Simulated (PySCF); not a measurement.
This PySCF input asks for the NMR shieldings of SMILES O[Si@@H](S)S[SiH]1CC1, C₂H₈OS₂Si₂; the geometry comes from GFN2-xTB.

```python
import basis_set_exchange as bse
import numpy as np
from pyscf import gto, dft
from pyscf.prop import nmr

atoms = """
O     1.971750    0.971998    0.858773
Si    1.933564    0.728698   -0.744722
S     1.972350   -1.406566   -0.888636
S     0.239420    1.660016   -1.669216
Si   -1.518314    0.743783   -0.817251
C    -1.414695   -0.409470    0.662954
C    -1.718881   -1.117296   -0.678619
H     1.825499    1.835570    1.236933
H     3.064281    1.321763   -1.428000
H     2.554227   -1.575534    0.287607
H    -2.587765    1.685176   -1.052925
H    -2.210214   -0.428765    1.393772
H    -0.461755   -0.653851    1.112525
H    -2.701645   -1.558725   -0.760424
H    -0.952238   -1.788809   -1.040339
"""
names = dict.fromkeys(["O", "Si", "S", "C", "H"], "pcSseg-1")
basis = {el: gto.basis.parse(bse.get_basis(n, elements=[el], fmt="nwchem")) for el, n in names.items()}
mol = gto.M(atom=atoms, basis=basis, charge=0, verbose=0)
mf = dft.RKS(mol, xc="PBE0")
mf.grids.level = 2
mf.grids.alignment = dft.numint.BLKSIZE   # the property module wants whole blocks of grid points
mf.conv_tol = 1e-9
mf.kernel()

calc = nmr.RKS(mf)   # GIAO
C = mf.mo_coeff
Co = C[:, mf.mo_occ > 0]
resp = mf.gen_response(singlet=True, hermi=2)
def vind(x):   # induced exchange potential for any number of trial vectors
    d = np.einsum("pi,xij,qj->xpq", C, 2 * x.reshape(-1, C.shape[1], Co.shape[1]), Co, optimize=True)
    return np.einsum("xpq,pi,qj->xij", resp(d - d.transpose(0, 2, 1)), C, Co, optimize=True).ravel()
mo1, _ = nmr.rhf.solve_mo1(calc, with_cphf=vind)
sigma = calc.kernel(mo1)
for i, s in enumerate(sigma):   # ppm
    print("%2d %-2s %9.2f" % (i, mol.atom_pure_symbol(i), np.trace(s) / 3))
```

Question: What are the results?

Answer: 
```
 0 O     266.60
 1 Si    345.49
 2 S     700.19
 3 S     735.60
 4 Si    439.39
 5 C     186.44
 6 C     183.22
 7 H      29.86
 8 H      25.80
 9 H      30.70
10 H      27.66
11 H      30.94
12 H      30.18
13 H      30.94
14 H      29.88
```

These numbers come from an equivalent density-fitted implementation of the same equations, which agrees with the script to about 0.01 ppm for H and up to a few tenths of a ppm for heavy atoms, so last digits may differ.

Question: Turn these shieldings into chemical shifts. Chemical shifts δ = σref − σ; $^{17}$O (336.08 ppm) against H2O; $^{29}$Si (349.16 ppm), $^{13}$C (186.93 ppm), $^{1}$H (31.72 ppm) vs TMS; $^{33}$S (503.73 ppm) vs CS2, all at this level.

Answer: Averaging equivalent atoms: O 0: 69.5; Si 1: 3.7; Si 4: -90.2; S 2: -196; S 3: -232; C 6: 3.7; C 5: 0.5; H 8: 5.92; H 10: 4.06; H 7: 1.86; H 14: 1.83; H 12: 1.54; H 9: 1.02; H 13: 0.78; H 11: 0.77 ppm. Experimental scales use liquid or dissolved standards, which lie at an offset from isolated H2O (liquid H2O: subtract about 36 ppm).

Size and cost of the density-fitted run: 187 basis functions, 30 s wall time on 1 thread of an Arm Neoverse V1, shared host; peak memory 0.84 GiB.
